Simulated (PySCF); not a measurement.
Compound: WF₆ (singlet state).
Numbering: `[F:1][W:2]([F:3])([F:4])([F:5])([F:6])[F:7]`

Cartesian coordinates in Å at the PBE0-D3(BJ)/def2-SVP level; atoms count from 1:
```
atom  x, y, z in Å
F1     1.000   -0.316   -1.618
W2     0.006   -0.005   -0.102
F3     0.045   -1.797    0.310
F4     1.552    0.249    0.860
F5    -0.990    0.315    1.411
F6    -1.538   -0.265   -1.067
F7    -0.040    1.790   -0.502
```

Level of theory: PBE0-D3(BJ)/def2-SVP geometry optimisation, gas phase, def2 core potentials past Kr in PySCF 2.14.0.

Masses are those of the commonest isotopes; rigid-rotor values at the optimised geometry. 

What are A, B and C (MHz)?

Ia = 256.78, Ib = 256.94, Ic = 257.37 u·Å²; 505379 MHz·u·Å²/I gives A = 1968, B = 1967, C = 1964 MHz.

What kind of rotor is it?

A spherical top, as the point group Oh requires three equal moments; the computed ones differ by 0.23 % because the geometry is symmetric only within the optimiser's tolerance.

The point group Oh allows no dipole (computed: 0.02 D), so a rigid rotor has no electric-dipole lines.

Estimate the classical rotational partition function at 100 K, 200 K and 298.15 K.

Point group Oh, symmetry number σ = 24; q = (√π/σ)·√((kT/h)³/(ABC)), k/h = 20836.6 MHz/K: 2550 at 100 K, 7210 at 200 K, 13100 at 298.15 K.

Not checked by PBE0-D3(BJ)/def2-SVP frequencies. Zero-point vibration and centrifugal distortion are left out.
